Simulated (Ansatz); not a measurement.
Ga7Sb7H20, a nanocrystal cut from zinc blende GaSb (hydrogen-capped). Total charge 0; singlet. Geometry PBE-D4/def2-SVP, basis def2-SVP, Ansatz.

Cartesian coordinates in Å:
```
Ga -0.7088 -3.4431 -2.3494
Ga -0.6611 4.1627 0.0187
Ga 1.3001 0.4985 -2.1880
Ga -2.5975 -0.1274 -0.0893
Ga -0.8639 -3.4903 2.2249
Ga 1.1523 0.4530 2.2803
Ga 3.1309 -2.8458 0.0789
Sb -2.8146 2.5838 -0.0677
Sb -1.0482 -0.7263 -2.1535
Sb 0.5980 -3.7448 -0.0181
Sb 0.7734 3.1609 -1.9990
Sb 0.6352 3.1192 2.1079
Sb 2.4904 -0.1760 0.0814
Sb -1.1882 -0.7693 2.0606
H 0.2700 -3.6226 -3.5768
H -2.1745 -4.0256 -2.2549
H -0.9100 5.7176 0.0269
H 2.1589 0.3131 -3.4993
H -4.0719 -0.6881 -0.1436
H -2.3197 -4.0686 2.0199
H 0.0290 -3.6941 3.5122
H 1.9186 0.2419 3.6437
H 3.8659 -3.0674 -1.3019
H 3.7666 -3.0911 1.5044
H -3.7582 3.1956 -1.3689
H -3.8324 3.1647 1.1915
H -1.8821 -0.0595 -3.5052
H 0.8638 -5.4451 -0.0304
H 0.0511 3.8074 -3.4197
H 2.1933 4.1302 -2.0520
H 2.0471 4.0874 2.2733
H -0.1812 3.7414 3.4880
H 3.8792 0.8413 0.1369
H -2.1113 -0.1336 3.3683
```

```csv
run,HOMO (eV),LUMO (eV)
A,-6.47,-1.99
B,-5.77,-2.49
C,-6.69,-1.87
D,-6.06,-2.53
E,-6.00,-2.41
```

In the def2 sets Sb takes a core potential; there is no spin–orbit coupling. B3LYP takes the VWN-RPA correlation. Single mean-field runs in def2-SVP are fitted with def2-universal-jkfit.

Task: The runs used B3LYP, B97M-V, PBE, PBE0, r2SCAN. Estimate which is which.

Result: A B3LYP (20 % exact exchange); B PBE (0 % exact exchange); C PBE0 (25 % exact exchange); D B97M-V (0 % exact exchange); E r2SCAN (0 % exact exchange). Exact exchange lowers occupied and raises empty levels; among semilocal functionals meta-GGAs tend to open the gap a little, and such runs are hard to tell apart. The gap grows from 3.27 eV (PBE) to 4.81 eV (PBE0).
